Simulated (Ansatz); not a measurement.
Coupled-cluster diagnostics for [InF4]- (InF₄⁻), Ansatz.

Geometry of the singlet (PBE0-D4/def2-SVPD):

```xyz
5

In    0.000    0.000    0.000
F    -0.309   -1.846   -0.711
F    -1.490    1.200   -0.591
F     1.740    0.703   -0.699
F     0.059   -0.057    2.000
```

In the def2 sets In takes a core potential; there is no spin–orbit coupling. Correlated methods freeze 8 core orbitals; core or outer-core shells of In are correlated, in sets that lack core-valence functions. In CCSD on the charge 0 doublet the largest single amplitude is 0.16, so its Hartree–Fock determinant may place the open shell otherwise than the density functionals do.

Question: Estimate the CCSD(T) correlation energy, the shares of MP2 and (T), T1 and the reference's ⟨S²⟩ for: charge -1, singlet, own geometry in def2-SVPD; charge 0, doublet, vertical in def2-SVPD; and the rough time on 4 threads of Arm Neoverse V2 on a shared host.

Answer: 
| state | basis | correlation (eV) | MP2 share (%) | (T) share (%) | T1 | ⟨S²⟩ (pure) | wall time |
| --- | --- | --- | --- | --- | --- | --- | --- |
| charge -1, singlet, own geometry | def2-SVPD | -25.513 | 97.8 | 2.3 | 0.017 | 0.00 (0.00) | 19 s |
| charge 0, doublet, vertical | def2-SVPD | -24.065 | 96.1 | 2.5 | 0.030 | 0.75 (0.75) | 2.4 min |
Customary marks for T1 are 0.02 (closed shells), 0.045 (open shells) and about 0.05 (3d metals). T1 exceeds 0.02 in 1 of 2 rows and 0.045 in 0; the higher it lies, the less the single-reference result can be trusted.
